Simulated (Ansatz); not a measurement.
The same path of ClGaH2 + H2 (6 atoms, charge 0, multiplicity 1) was run twice with different band settings. Lost on the way: H5–H6. Made: Ga1–H5, Cl2–H6.

All numbers below come from Ansatz 0.2.0, RKS PBE0/def2-SVP.

Relaxed end points:

```xyz
6
Properties=species:S:1:pos:R:3
Ga 0.002 0.174 0.160
Cl -0.013 0.823 2.227
H 1.414 0.072 -0.492
H -1.404 -0.012 -0.487
H 0.077 -2.307 0.526
H 0.069 -2.031 1.240
```

```xyz
6
Properties=species:S:1:pos:R:3
Ga 0.020 -0.454 -0.376
Cl 0.012 -0.050 2.368
H 1.361 0.317 -0.648
H -1.366 0.236 -0.644
H 0.066 -2.010 -0.113
H 0.051 -1.320 2.587
```

Common settings: spring 5.0 eV/Å²; optimiser quadratic models (default); start path through a guess of the saddle point; force threshold 0.05 eV/Å; iteration limit 60; end points relaxed.

| run | movable images | climbing image |
| --- | --- | --- |
| 1 | 9 | yes |
| 2 | 3 | no |

Question: What does each run give, and how far can it be trusted?

Answer: Run 1: converged after 8 iterations, highest image 1.123 eV above the first end. A vibrational analysis at the climbing image gives one clearly imaginary mode, 708i cm⁻¹: a first-order saddle point.
Run 2: converged after 6 iterations, highest image 1.103 eV above the first end. No image climbed, so the highest image needn't sit at the top of the path. So few images can step over the top or miss a turn of the path.
The orbitals stay closed-shell, which can raise the energy where a bond breaks towards radicals; this wasn't checked here.
